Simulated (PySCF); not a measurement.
## C₆ coefficients of unlike pairs at PBE0

Calculated with PySCF 2.14 from the dipole response of each species, C₆(A,B) = (3/π) ∫ α_A(iu) α_B(iu) du, in atomic units, from isotropic polarisabilities. For ions this is the dispersion term alone; charge-induced terms of lower order in 1/R come first.

| species | configuration | basis | relativity | α (bohr³) | C₆ (like pair) |
| --- | --- | --- | --- | --- | --- |
| Tl⁺ | [Xe] 4f14 5d10 6s2 (1S) | aug-cc-pVQZ-PP with one added diffuse shell each of s, p, d, f, g type with ECP60MDF (8s8p6d4f3g) | core potential | 20.70 | 164.8 |
| F | [He] 2s2 2p5 (2P) | aug-cc-pV5Z (7s6p5d4f3g2h) | none | 3.815 | 10.23 |
| P³⁺ | [Ne] 3s2 (1S) | aug-cc-pCVTZ-DK with one added diffuse shell each of s, p, d, f type (9s8p6d4f) | spin-free X2C | 6.758 | 17.16 |
| Mo⁺ | [Kr] 4d5 (6S) | aug-cc-pwCVDZ-PP with ECP28MDF (6s6p5d3f) | core potential | 19.93 | 128.4 |

Task: Estimate C₆ for Mo⁺ with Tl⁺.

Result: The integral gives 145.2. The combination rule 2 C_A C_B / (C_A α_B/α_A + C_B α_A/α_B) gives 144.9 and the geometric mean 145.5.

No spin-orbit coupling is included.

The other pairs:

```json
{"pair": "Mo⁺, F", "C₆": "35.01"}
{"pair": "F, Tl⁺", "C₆": "40.01"}
{"pair": "P³⁺, Tl⁺", "C₆": "52.80"}
{"pair": "Mo⁺, P³⁺", "C₆": "46.63"}
{"pair": "P³⁺, F", "C₆": "12.58"}
```
